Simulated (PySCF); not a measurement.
Atoms are numbered as in `[CH3:1][B:2]([CH3:3])[C@H:4]1[C@@H:5]2[CH2:6][C@H:7]12`; H(Xn) means a hydrogen on atom n. Ha(C6) is cis to C4 on the ring; Hb(C6) is trans to C4 on the ring.

Calculated, not measured (PySCF 2.14): spin–spin couplings from B3LYP/pcJ-1 (spin–dipole term only in couplings to heteroatoms), shieldings: GIAO PBE0/pcSseg-1, PBE0-D3(BJ)/def2-SVP structure. Single conformer, non-relativistic, gas phase, one averaged value for each set of equivalent atoms.

Problem. Predict the 2D correlation tables (HSQC, COSY, HMBC).

Solution. 

HSQC (one-bond C–H):
```
                δH            δC  $^{1}J$(C,H) (Hz)
1.63 (H(C5)/H(C7))   5.8 (C5/C7)                220
     1.40 (Hb(C6))     34.5 (C6)                158
0.72 (H(C1)/H(C3))  12.9 (C1/C3)                123
     0.65 (Ha(C6))     34.5 (C6)                180
      0.49 (H(C4))     45.1 (C4)                163
```

COSY cross peaks (|J| ≥ 2 Hz):
```
                δH             δH  abs. J (Hz)  bonds
1.63 (H(C5)/H(C7))  1.40 (Hb(C6))          2.5      3
```

HMBC (two and three bonds, |J| ≥ 2.5 Hz):
```
                δH                                    δC [abs. J in Hz]
1.63 (H(C5)/H(C7))  45.1 (C4) [5.6], 34.5 (C6) [5.1], 5.8 (C5/C7) [4.1]
     1.40 (Hb(C6))                                     45.1 (C4) [13.1]
0.72 (H(C1)/H(C3))                  45.1 (C4) [3.2], 12.9 (C1/C3) [3.4]
     0.65 (Ha(C6))                                      45.1 (C4) [6.6]
      0.49 (H(C4))                  34.5 (C6) [9.3], 12.9 (C1/C3) [3.8]
```

Scale: TMS for $^{1}$H (σref 31.27), $^{13}$C (σref 184.41) (reference shieldings calculated alike).

Short H···H contacts in this conformer between protons four or more bonds apart (candidates for NOE cross peaks, intensity ∝ r⁻⁶): H(C4)···Ha(C6) 2.35 Å, H(C1)···H(C5) 2.54 Å, H(C3)···H(C4) 2.66 Å.

A carbon bonded to boron is broadened by the quadrupolar boron nucleus and is often missing from a measured spectrum. Unscaled 3J(H,H) at this level run about 10 % above measured values. Shifts are as computed. Against solution values, carbons near 30 ppm lie about +2 ppm off and those near 130 ppm about +5 ppm. Of 1309 compounds with measured shifts, 239 miss one by over three times the rms of a fit or turn the order of signals round; such compounds aren't used in these exercises.
